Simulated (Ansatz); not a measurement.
Start from `[Cl][GeH]([Cl])[SeH]` and change one atom or group to get `[Cl][GeH]([Cl])[GeH3]`.

Ansatz, PBE0-D4/def2-TZVP geometries, multiplicity 1. Each molecule was computed in one conformer, which needn't be the lowest.

Scalar relativity is left out up to krypton.

| property | `[Cl][GeH]([Cl])[SeH]` |
| --- | --- |
| size of the dipole moment (PBE/def2-TZVPP) / D | 1.24 |
| HOMO energy (ωB97M-V/def2-TZVPP) / eV | -9.83 |
| HOMO energy (PBE/def2-TZVPP) / eV | -6.48 |
| HOMO–LUMO gap (ωB97M-V/def2-TZVPP) / eV | 10.25 |
| zero-point energy (PBE0-D4/def2-TZVP) / kJ/mol | 50.0 |
| LUMO energy (PBE/def2-TZVPP) / eV | -2.45 |

(1) What does the change do to each property? (Estimate.)

Results:

(1) Computed: 
```csv
property,`[Cl][GeH]([Cl])[GeH3]`,shift
size of the dipole moment (PBE/def2-TZVPP) / D,2.43,1.19
HOMO energy (ωB97M-V/def2-TZVPP) / eV,-10.28,-0.45
HOMO energy (PBE/def2-TZVPP) / eV,-7.05,-0.57
HOMO–LUMO gap (ωB97M-V/def2-TZVPP) / eV,11.28,1.03
zero-point energy (PBE0-D4/def2-TZVP) / kJ/mol,90.0,40.0
LUMO energy (PBE/def2-TZVPP) / eV,-1.84,0.61
```

With PBE0 the HOMO falls by 0.58 eV and the LUMO rises by 0.63 eV, so the gap widens by about 1.21 eV. PBE moves the HOMO by -0.57 eV and ωB97M-V by -0.45 eV. The zero-point energy changes by 40.0 kJ/mol with +6 modes. Dipoles are sizes alone; their direction can turn.

Spin–orbit coupling is left out; it splits and shifts lone-pair levels of the heavy atoms by tenths of an eV.
